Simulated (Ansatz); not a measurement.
An input meant for CoMe2 (C₂H₆Co) (charge 0, quartet).

```yaml
crystal:
  periodic: [false, false, false]
  atoms:
    - {symbol: Co, position_ang: [0.498819, -0.315704, -0.003920]}
    - {symbol: C, position_ang: [0.035075, 0.008982, 1.894651]}
    - {symbol: H, position_ang: [-0.000850, 1.081300, 2.115163]}
    - {symbol: H, position_ang: [0.772404, -0.441310, 2.570915]}
    - {symbol: H, position_ang: [-0.942103, -0.420089, 2.141314]}
    - {symbol: C, position_ang: [-0.014209, -0.021119, -1.894361]}
    - {symbol: H, position_ang: [-1.004426, -0.440469, -2.103653]}
    - {symbol: H, position_ang: [0.695780, -0.497980, -2.581956]}
    - {symbol: H, position_ang: [-0.040490, 1.046390, -2.138153]}
basis:
  gaussian: {orbitals: def2-mTZVPP}
magnetization: {spin_polarized: true, initial_magnetization: 4}
hamiltonian: {xc: {name: RPBE}}
scf: {lower_state_search: light}
output: {forces: true}
```

```sh
$ ansatz run in.yaml --threads 4 --pin off --events-out ev --progress --plain --max-ram 3916MiB
```

Predict how Ansatz answers.

The input was rejected before any iteration. The number of unpaired electrons doesn't fit the electron count.
```
Error: a molecule whose nuclei and cores have a total charge of 45 cannot have a net charge of 0 together with 4 unpaired electrons
```
